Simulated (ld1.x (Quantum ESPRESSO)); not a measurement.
**Re (Z = 75): variants of one ultrasoft potential**

Base potential:

| Property | Result |
| --- | --- |
| Element | Re (Z = 75) |
| Generator | ld1.x (Quantum ESPRESSO) 7.5 |
| Type | ultrasoft |
| Functional | BLYP |
| Relativity | fully relativistic |
| Frozen core | [Kr] 4d10 4f14 |
| Valence charge | 15 |
| Reference configuration | 5s2 5p6 5d5 6s1 6p0 (charge +1) |
| Partial waves | 5s (bound): rcut 1.50, rcutus 1.60 bohr; 6s (bound): rcut 1.50, rcutus 1.60 bohr; 5p (bound): rcut 1.55, rcutus 2.05 bohr; 6p (bound, empty): rcut 1.55, rcutus 2.05 bohr; 5d (bound): rcut 1.90, rcutus 2.20 bohr; 5d channel at -0.3 Ry: rcut 1.90, rcutus 2.20 bohr |
| Local potential | all-electron potential smoothed inside 1.35 bohr (lloc = -1) |
| Core correction | Bessel-smoothed model core inside 1.05 bohr |
| Augmentation charge | built from norm-conserving waves at rcut, not smoothed further |

Open shells are filled in proportion to 2j + 1 (rel_dist='average').

Cutoffs, loose and tight: the cutoffs (Ry, on a coarse ladder) from which the occupation-weighted sum of valence levels, in a spherical-Bessel basis at the reference potential, stays within 10 and 1 mRy of its value at 400 Ry. They do not see the model core or the augmentation charge, which bear on the density cutoff. Test errors are all-electron minus pseudo excitation energies from the reference, over the configurations 5s2 5p6 5d5 6s2 6p0; 5s2 5p6 5d5 6s0 6p0; 5s2 5p6 5d4 6s0 6p0; 5s1 5p6 5d5 6s2 6p0; 5s2 5p6 5d6 6s0 6p0; 5s2 5p6 5d5.5 6s1.5 6p0; 5s2 5p6 5d5 6s1 6p1. A dash means not determined; rows that change the core or the reference have their own tests. The largest error is taken over the tests solved by every variant that gives reliable tests at all: 5s2 5p6 5d4 6s0 6p0; 5s2 5p6 5d5 6s0 6p0; 5s2 5p6 5d5 6s2 6p0.

A true bound ghost makes a file unfit for plane-wave use even where its test errors are small: the radial tests pick states by their node count and pass the ghost by.

Cutoffs are not given where the Bessel-basis levels miss the radial ones by over 6 mRy, ghosts where they miss by over 20 mRy; a channel whose overlap is not positive is not tested.

A file whose overlap is not positive is unfit for use, and its test errors describe a broken file.

| change | outcome | bound ghosts | largest test error (meV) |
| --- | --- | --- | --- |
| base | generated, overlap not positive | not determined (overlap not positive) | +2670 |
| waves 5s (bound): rcut 1.50, rcutus 2.06 bohr; 6s (bound): rcut 1.50, rcutus 2.06 bohr | failed: chargeps: negative rho | – | – |
| local potential all-electron potential smoothed inside 1.45 bohr (lloc = -1) | failed: chargeps: negative rho | – | – |
| core correction Bessel-smoothed model core inside 1.38 bohr | generated, overlap not positive | not determined (overlap not positive) | +2667 |
| functional PBE | failed: chargeps: negative rho | – | – |
| local potential all-electron potential smoothed inside 1.16 bohr (lloc = -1) | failed: chargeps: negative rho | – | – |
| all radii but the core radius scaled by about 1.42 (s 2.26, p 2.90, d 3.12 bohr, rcut 2.12/2.20/2.70); local potential all-electron potential smoothed inside 1.92 bohr (lloc = -1) | failed: chargeps: negative rho | – | – |
| scalar-relativistic | generated, overlap not positive | not determined (overlap not positive) | +1974 |

What comes out with this change to the base: waves 5d (bound): rcut 1.90, rcutus 2.30 bohr; 5d channel at -0.3 Ry: rcut 1.90, rcutus 2.30 bohr?

outcome: generated, overlap not positive; bound ghosts: d3/2 (s, p1/2, p3/2 not tested, overlap not positive); largest test error (meV): +2670. A file whose overlap is not positive is unfit for use, and its test errors describe a broken file.

What comes out with this change to the base: type PAW; local potential all-electron potential smoothed inside 1.90 bohr (lloc = -1); augmentation PSQ, inside the norm-conserving radii?

outcome: generated; bound ghosts: not determined; largest test error (meV): -65.
